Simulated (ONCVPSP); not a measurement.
PBEsol ONCV dataset for zinc (Zn), non-relativistic all-electron reference.

Zn (Z = 30), optimised norm-conserving Vanderbilt (ONCV), made with ONCVPSP 4.0.1 (PBEsol, non-relativistic). Core [Ne], reference 3s2 3p6 3d10 4s2. Waves: 3s+4s: rc 1.25 bohr, ncon 5, nbas 8, qcut 8.4 1/bohr, 2 projectors; 3p: rc 1.05 bohr, ncon 4, nbas 8, qcut 14.7 1/bohr, 1 projector; 3d: rc 1.30 bohr, ncon 5, nbas 10, qcut 13.4 1/bohr, 3 projectors, debl 3.5 Ha; f scattering state at 0.31 Ha: rc 1.35 bohr, ncon 4, nbas 8, qcut 8.1 1/bohr, 2 projectors, debl 0.5 Ha. Local part: polynomial inside 0.65 bohr (lpopt 1, dvloc0 4 Ha). Core correction: Teter function, parameters optimised by the program.

(1) Estimate the cutoffs (Ha) at which the residual kinetic energy of the hardest occupied pseudo-wave falls to 1 and 0.1 mHa per electron.

(2) Does the potential have ghost states?

(3) Tests: 3s2 3p6 3d10 4s1; 3s2 3p6 3d10 4s0; 3s2 3p6 3d9 4s0; 3s1 3p6 3d10 4s2. Which has the largest error in its energy relative to the reference configuration, and how large is it?

Answers

(1) 70 Ha and 91 Ha.

(2) No bound ghost flagged; GHOST(+) flags only above 600 eV.

(3) 3s1 3p6 3d10 4s2, with -258 meV (all-electron minus pseudo) on +133.58 eV.
